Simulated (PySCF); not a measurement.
PySCF input file for NSi, SMILES [Si]#N, multiplicity 2, TDA-PBE/def2-TZVPD. Coordinates come from a PBE0-D3(BJ)/def2-TZVPD optimisation.

```python
import numpy as np
from pyscf import gto, scf, dft, tdscf

mol = gto.M(
    atom='''
    Si    0.00000000    0.00000000   -0.52124517
    N     0.00000000    0.00000000    1.04249034
    ''',
    basis='def2-TZVPD',
    charge=0,
    spin=1,
    max_memory=1600,
    verbose=4,
)
mf = dft.UKS(mol, xc='pbe').density_fit(auxbasis='def2-universal-jkfit')
mf.grids.level = 3
mf.conv_tol = 1e-9
mf.max_cycle = 100
mf.kernel()
fine, coarse = mf.grids, dft.Grids(mol).set(level=1).build(with_non0tab=True)
for _ in range(3):  # follow internal instabilities
    mf.grids = coarse
    mo, _, stable, _ = mf.stability(return_status=True, nroots=4)
    mf.grids = fine
    if stable:
        break
    mf.kernel(mf.make_rdm1(mo, mf.mo_occ))
mf.grids = dft.Grids(mol).set(level=1).build(with_non0tab=True)  # coarser grid for the response kernel
td = tdscf.TDA(mf)
td.nstates = 10
td.conv_tol = 1e-4
td.positive_eig_threshold = 1e-6
td.kernel(x0=td.get_init_guess(mf, 15))
td.analyze()
```

Program output:

```
PySCF version 2.14.0

[INPUT] verbose = 4
[INPUT] num. atoms = 2
[INPUT] num. electrons = 21
[INPUT] charge = 0
[INPUT] spin (= nelec alpha-beta = 2S) = 1
[INPUT] symmetry False subgroup None
[INPUT] Mole.unit = angstrom
[INPUT] Symbol           X                Y                Z      unit          X                Y                Z       unit  Magmom
[INPUT]  1 Si     0.000000000000   0.000000000000  -0.521245170000 AA    0.000000000000   0.000000000000  -0.985010615052 Bohr   0.0
[INPUT]  2 N      0.000000000000   0.000000000000   1.042490340000 AA    0.000000000000   0.000000000000   1.970021230105 Bohr   0.0

nuclear repulsion = 33.1637711994914
number of shells = 28
number of NR pGTOs = 121
number of NR cGTOs = 80
basis = def2-TZVPD
ecp = {}


******** <class 'pyscf.df.df_jk.DFUKS'> ********
method = DFUKS
initial guess = minao
damping factor = 0
level_shift factor = 0
DIIS = <class 'pyscf.scf.diis.CDIIS'>
diis_start_cycle = 1
diis_space = 8
diis_damp = 0
SCF conv_tol = 1e-09
SCF conv_tol_grad = None
SCF max_cycles = 100
direct_scf = False
number electrons alpha = 11  beta = 10
XC library pyscf.dft.libxc version 7.1.2
    S. Lehtola, C. Steigemann, M. J. T. Oliveira, and M. A. L. Marques,  SoftwareX 7, 1–5 (2018)
XC functionals = pbe
    J. P. Perdew, K. Burke, and M. Ernzerhof,  Phys. Rev. Lett. 77, 3865 (1996)
    J. P. Perdew, K. Burke, and M. Ernzerhof,  Phys. Rev. Lett. 78, 1396 (1997)
    J. P. Perdew, K. Burke, and M. Ernzerhof,  Phys. Rev. Lett. 77, 3865 (1996)
    J. P. Perdew, K. Burke, and M. Ernzerhof,  Phys. Rev. Lett. 78, 1396 (1997)
radial grids:
    Treutler-Ahlrichs [JCP 102, 346 (1995); DOI:10.1063/1.469408] (M4) radial grids

becke partition: Becke, JCP 88, 2547 (1988); DOI:10.1063/1.454033
pruning grids: <function nwchem_prune>
grids dens level: 3
symmetrized grids: False
atomic radii adjust function: <function treutler_atomic_radii_adjust>
small_rho_cutoff = 0
Set gradient conv threshold to 3.16228e-05
tot grids = 33088
init E= -343.998319850393
  alpha nocc = 11  HOMO = -0.265045634905345  LUMO = -0.088185872043709
  beta  nocc = 10  HOMO = -0.310406836359006  LUMO = -0.265045634905334

WARN: HOMO -0.265045634905345 >= LUMO -0.265045634905334

cycle= 1 E= -343.688453696865  delta_E= 0.31  |g|= 0.64  |ddm|= 1.02
  alpha nocc = 11  HOMO = -0.0803344600120468  LUMO = -0.00622427814267468
  beta  nocc = 10  HOMO = -0.210920374822134  LUMO = -0.0511952308312118
  HOMO = -0.080334460012  LUMO = -0.0511952308312  gap/eV = 0.79292
cycle= 2 E= -339.354769984341  delta_E= 4.33  |g|= 2.01  |ddm|=  3.2
  alpha nocc = 11  HOMO = -0.267102597623918  LUMO = -0.0744296600944829
  beta  nocc = 10  HOMO = -0.257695196800504  LUMO = -0.227188076957942
  HOMO = -0.257695196801  LUMO = -0.227188076958  gap/eV = 0.83014
cycle= 3 E= -343.935336750748  delta_E= -4.58  |g|= 0.0841  |ddm|= 3.09
  alpha nocc = 11  HOMO = -0.25370480740859  LUMO = -0.0857719611604898
  beta  nocc = 10  HOMO = -0.245795239950039  LUMO = -0.222717451576501
  HOMO = -0.24579523995  LUMO = -0.222717451577  gap/eV = 0.62798
cycle= 4 E= -343.940368958392  delta_E= -0.00503  |g|= 0.0783  |ddm|= 0.255
  alpha nocc = 11  HOMO = -0.257441841358422  LUMO = -0.085063523623813
  beta  nocc = 10  HOMO = -0.24870038909912  LUMO = -0.220433267416002
  HOMO = -0.248700389099  LUMO = -0.220433267416  gap/eV = 0.76919
cycle= 5 E= -343.943756777016  delta_E= -0.00339  |g|= 0.0411  |ddm|= 0.0475
  alpha nocc = 11  HOMO = -0.26009769295122  LUMO = -0.0861436106334422
  beta  nocc = 10  HOMO = -0.249678382302168  LUMO = -0.219847107479184
  HOMO = -0.249678382302  LUMO = -0.219847107479  gap/eV = 0.81175
cycle= 6 E= -343.944644912331  delta_E= -0.000888  |g|= 0.0202  |ddm|= 0.0296
  alpha nocc = 11  HOMO = -0.261914262994904  LUMO = -0.0865913751767704
  beta  nocc = 10  HOMO = -0.250232377882911  LUMO = -0.219635323219672
  HOMO = -0.250232377883  LUMO = -0.21963532322  gap/eV = 0.83259
cycle= 7 E= -343.944879653376  delta_E= -0.000235  |g|= 0.00836  |ddm|= 0.0166
  alpha nocc = 11  HOMO = -0.262379332082784  LUMO = -0.086508792000221
  beta  nocc = 10  HOMO = -0.25019455479816  LUMO = -0.219630085782521
  HOMO = -0.250194554798  LUMO = -0.219630085783  gap/eV = 0.83170
cycle= 8 E= -343.944924107941  delta_E= -4.45e-05  |g|= 0.000876  |ddm|= 0.00714
  alpha nocc = 11  HOMO = -0.262661710180675  LUMO = -0.0866735781381164
  beta  nocc = 10  HOMO = -0.250427212944831  LUMO = -0.219842180231946
  HOMO = -0.250427212945  LUMO = -0.219842180232  gap/eV = 0.83226
cycle= 9 E= -343.944924676606  delta_E= -5.69e-07  |g|= 0.000539  |ddm|= 0.00157
  alpha nocc = 11  HOMO = -0.262572026218352  LUMO = -0.0866318977886878
  beta  nocc = 10  HOMO = -0.25035197294598  LUMO = -0.21976083444689
  HOMO = -0.250351972946  LUMO = -0.219760834447  gap/eV = 0.83243
cycle= 10 E= -343.944924840574  delta_E= -1.64e-07  |g|= 0.000142  |ddm|= 0.000422
  alpha nocc = 11  HOMO = -0.26260180851896  LUMO = -0.0866515595228456
  beta  nocc = 10  HOMO = -0.250360377400751  LUMO = -0.219773461423133
  HOMO = -0.250360377401  LUMO = -0.219773461423  gap/eV = 0.83231
cycle= 11 E= -343.944924864984  delta_E= -2.44e-08  |g|= 5.4e-05  |ddm|= 0.000243
  alpha nocc = 11  HOMO = -0.262616978682924  LUMO = -0.0866557168181863
  beta  nocc = 10  HOMO = -0.250356849563679  LUMO = -0.219769237837617
  HOMO = -0.250356849564  LUMO = -0.219769237838  gap/eV = 0.83233
cycle= 12 E= -343.944924871287  delta_E= -6.3e-09  |g|= 9.88e-06  |ddm|= 0.000178
  alpha nocc = 11  HOMO = -0.262618568848565  LUMO = -0.0866549883941824
  beta  nocc = 10  HOMO = -0.250354625846167  LUMO = -0.219767606052488
  HOMO = -0.250354625846  LUMO = -0.219767606052  gap/eV = 0.83232
cycle= 13 E= -343.944924871471  delta_E= -1.84e-10  |g|= 2.79e-06  |ddm|= 3.47e-05
  alpha nocc = 11  HOMO = -0.262617546398381  LUMO = -0.0866548945541284
  beta  nocc = 10  HOMO = -0.250353564857834  LUMO = -0.219766766483695
  HOMO = -0.250353564858  LUMO = -0.219766766484  gap/eV = 0.83231
Extra cycle  E= -343.944924871329  delta_E= 1.42e-10  |g|= 1.64e-05  |ddm|= 1.19e-05
converged SCF energy = -343.944924871329  <S^2> = 0.76074742  2S+1 = 2.0107187
tot grids = 11536
uhf_internal: lowest eigs of H = [0.0261227  0.02613056 0.16187705 0.21972347]
<class 'pyscf.df.df_jk.DFUKS'> wavefunction is stable in the internal stability analysis
tot grids = 11536
Overwritten attributes  positive_eig_threshold  of <class 'pyscf.tdscf.uks.TDA'>


******** <class 'pyscf.tdscf.uks.TDA'> for <class 'pyscf.df.df_jk.DFUKS'> ********
nstates = 10
deg_eia_thresh = 1.000e-03
wfnsym = None
conv_tol = 0.0001
eigh lindep = 1e-12
eigh level_shift = 0
eigh max_cycle = 100


Excitation energies (eV)
[0.66009129 0.66009129 3.34811007 3.79057085 3.80521412 3.80522814
 4.45446771 4.47033247 4.69292929 4.69293908]

** Excitation energies and oscillator strengths **
Excited State   1:      0.66009 eV   1878.29 nm  f=0.0014
       9b ->   11b      0.13721
      10b ->   11b     -0.98806
Excited State   2:      0.66009 eV   1878.29 nm  f=0.0014
       9b ->   11b      0.98806
      10b ->   11b      0.13721
Excited State   3:      3.34811 eV    370.31 nm  f=0.0107
      10a ->   12a      0.48903
      10a ->   13a      0.19958
      11a ->   12a     -0.19958
      11a ->   13a      0.48903
       8b ->   11b      0.48617
       9b ->   13b     -0.30911
      10b ->   12b     -0.30911
Excited State   4:      3.79057 eV    327.09 nm  f=0.0159
       8b ->   11b     -0.76516
       9b ->   13b     -0.43138
      10b ->   12b     -0.43138
Excited State   5:      3.80521 eV    325.83 nm  f=0.0000
      10a ->   12a      0.32263
      10a ->   13a      0.34978
      11a ->   12a      0.34978
      11a ->   13a     -0.32263
       9b ->   12b     -0.50056
       9b ->   13b      0.14094
      10b ->   12b     -0.14094
      10b ->   13b     -0.50056
Excited State   6:      3.80523 eV    325.83 nm  f=0.0000
      10a ->   12a     -0.34979
      10a ->   13a      0.32264
      11a ->   12a      0.32264
      11a ->   13a      0.34979
       9b ->   12b     -0.14094
       9b ->   13b     -0.50055
      10b ->   12b      0.50055
      10b ->   13b     -0.14094
Excited State   7:      4.45447 eV    278.34 nm  f=0.0000
       9b ->   12b      0.69671
       9b ->   13b     -0.12080
      10b ->   12b     -0.12080
      10b ->   13b     -0.69671
Excited State   8:      4.47033 eV    277.35 nm  f=0.0000
      10a ->   12a      0.26718
      10a ->   13a     -0.65469
      11a ->   12a      0.65469
      11a ->   13a      0.26718
Excited State   9:      4.69293 eV    264.19 nm  f=0.0000
      10a ->   12a      0.38327
      10a ->   13a     -0.35352
      11a ->   12a     -0.35352
      11a ->   13a     -0.38327
       9b ->   12b     -0.12932
       9b ->   13b     -0.45930
      10b ->   12b      0.45930
      10b ->   13b     -0.12932
Excited State  10:      4.69294 eV    264.19 nm  f=0.0000
      10a ->   12a     -0.35353
      10a ->   13a     -0.38328
      11a ->   12a     -0.38328
      11a ->   13a      0.35353
       9b ->   12b     -0.45929
       9b ->   13b      0.12932
      10b ->   12b     -0.12932
      10b ->   13b     -0.45929

** Transition electric dipole moments (AU) **
state          X           Y           Z        Dip. S.      Osc.
  1         0.1908     -0.2271     -0.0000      0.0880      0.0014
  2        -0.2271     -0.1908     -0.0000      0.0880      0.0014
  3         0.0000     -0.0000      0.3604      0.1299      0.0107
  4        -0.0000      0.0000     -0.4140      0.1714      0.0159
  5        -0.0000     -0.0000      0.0000      0.0000      0.0000
  6        -0.0000      0.0000     -0.0000      0.0000      0.0000
  7         0.0000      0.0000      0.0000      0.0000      0.0000
  8        -0.0000      0.0000     -0.0000      0.0000      0.0000
  9         0.0000     -0.0000     -0.0000      0.0000      0.0000
 10         0.0000      0.0000      0.0000      0.0000      0.0000

** Transition velocity dipole moments (imaginary part, AU) **
state          X           Y           Z        Dip. S.      Osc.
  1        -0.0126      0.0150      0.0000      0.0004      0.0106
  2         0.0150      0.0126     -0.0000      0.0004      0.0106
  3         0.0000     -0.0000      0.0029      0.0000      0.0000
  4         0.0000     -0.0000      0.0202      0.0004      0.0020
  5        -0.0000      0.0000     -0.0000      0.0000      0.0000
  6         0.0000      0.0000      0.0000      0.0000      0.0000
  7        -0.0000      0.0000      0.0000      0.0000      0.0000
  8         0.0000     -0.0000      0.0000      0.0000      0.0000
  9         0.0000     -0.0000     -0.0000      0.0000      0.0000
 10         0.0000      0.0000     -0.0000      0.0000      0.0000

** Transition magnetic dipole moments (imaginary part, AU) **
state          X           Y           Z
  1         0.2771      0.2328      0.0000
  2         0.2328     -0.2771     -0.0000
  3         0.0000     -0.0000      0.0000
  4         0.0000     -0.0000      0.0000
  5        -0.0000      0.0000     -0.0000
  6         0.0000     -0.0000     -0.0000
  7        -0.0000      0.0000     -0.0000
  8        -0.0000     -0.0000     -0.0000
  9        -0.0000      0.0000      0.0000
 10        -0.0000     -0.0000      0.0000
```

The calculation finished and met its thresholds.
